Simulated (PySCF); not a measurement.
# Si2HO2F3

The system: Si2HO2F3, a silylene (divalent Si1, bonded to 2 O); neutral, singlet. The structure, one conformer, was relaxed in the gas phase by PBE0-D3(BJ)/def2-SVP. No frequency run checks that it is a minimum.

SMILES: O[Si]O[Si](F)(F)F

```csv
atom,x (Å),y (Å),z (Å)
Si1,1.487,1.528,-0.553
O2,2.128,0.019,-0.774
O3,-0.077,1.154,0.036
Si4,-1.043,-0.084,0.399
F5,-1.474,-0.081,1.931
F6,-0.260,-1.465,0.121
F7,-2.360,-0.097,-0.494
H8,1.637,-0.793,-0.584
```

Shieldings: GIAO PBE0/pcSseg-2. Shifts are against computed references at the same level: H TMS (σ 31.24 ppm), Si TMS (σ 341.3 ppm). Core levels by delta-SCF with SCAN, pcX-2 on the ionised atom and pcseg-1 elsewhere, spin-free X2C (2p3/2 is the spin-free 2p value less a third of a first-order spin-orbit splitting); from the vacuum level, for chosen atoms.

(1) Give the shieldings and core levels atom by atom.

(2) Which of Si1, Si4 holds its core electrons tightest, and by how much against the loosest?

(3) By CAM-B3LYP/def2-SVPD (TDDFT singlets, Tamm-Dancoff triplets, ionisation by delta-SCF), where does absorption start, and what does vertical ionisation take?

Results:

(1) 
```tsv
atoms	bonded to	σ (ppm)	δ (ppm)	core level (eV)
Si1	2 O	309.0	32.2	2p3/2 108.97
O2	1 Si + 1 H	133.3	-	1s 539.18
O3	2 Si	150.6	-	1s 539.23
Si4	3 F + 1 O	449.0	-107.7	2p3/2 110.93
F5 F7	1 Si	335.2	-	1s 693.81
F6	1 Si	321.5	-	-
H8	1 O	25.29	5.95	-
```

Values are those of this one static structure; atoms that internal rotation interchanges would show their mean in an NMR spectrum.

(2) Si4 (bonded to 3 F + 1 O), by 1.96 eV over Si1 (bonded to 2 O).

(3) The lowest singlet lies at 5.52 eV (f 0.136), the strongest of the first 6 at 8.40 eV (f 0.314), the lowest triplet at 3.22 eV; vertical ionisation takes 10.62 eV.
